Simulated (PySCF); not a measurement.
Electronic structure of P (phosphorus, neutral) at the UHF level

Configuration: [Ne] 3s2 3p3, high-spin 4S determinant. Computed with PySCF 2.14 in x2c-TZVPall (5s5p2d1f, 37 functions), with scalar relativity by spin-free X2C-1e.

```json
{
 "Total energy": "-341.526078 hartree",
 "One-electron energy": "-472.6297 hartree",
 "Hartree (Coulomb) energy": "153.8340 hartree",
 "Exchange energy": "-22.7303 hartree",
 "⟨S²⟩": "3.7501",
 "⟨L²⟩": "0.000",
 "Sum of ⟨r⟩": "14.94 bohr",
 "Sum of ⟨r²⟩": "30.07 bohr²",
 "Langevin diamagnetic susceptibility": "-23.8 ×10⁻⁶ cm³/mol",
 "Time after the integrals": "0.09 s of wall time on 1 thread of Intel(R) Xeon(R) Platinum 8375C CPU @ 2.90GHz (shared host)"
}
```

```
shell  electrons  mean orbital energy (eV)  rms radius, mean of both spins (bohr)
 1s α          1                   -2182.3                                  0.120
 1s β          1                   -2181.7                                  0.120
 2s α          1                   -205.64                                  0.560
 2s β          1                   -205.03                                  0.560
 2p α          3                   -147.47                                  0.540
 2p β          3                   -146.33                                  0.540
 3s α          1                   -22.804                                   2.08
 3s β          1                   -15.206                                   2.08
 3p α          3                   -10.630                                   2.52
```

Densities and radii are taken from the X2C orbitals without a picture-change correction, which distorts them close to the nucleus.
